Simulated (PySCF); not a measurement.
## Correlation energy of Ir (iridium, neutral)

[Xe] 4f14 5d7 6s1 6p1, one real determinant (an excited configuration). Calculation: PySCF 2.14, in aug-cc-pVDZ-PP with ECP60MDF; a scalar-relativistic core potential. Frozen: 5s2 5p6; 9 electrons correlated.

MP2 pair energies summed by pair of shells (mhartree):

| pair | energy | share (%) |
| --- | --- | --- |
| 5d-5d | -113.27 | 72.9 |
| 5d-6s | -27.20 | 17.5 |
| 5d-6p | -13.15 | 8.5 |
| 6s-6p | -1.82 | 1.2 |

Total MP2 correlation energy: -155.44 mhartree.

Same-spin part -73.16 and opposite-spin part -82.28 mhartree; SCS-MP2 scales them by 1/3 and 6/5 to -123.12 mhartree.

The reference is one real determinant that mixes LS terms of this configuration.
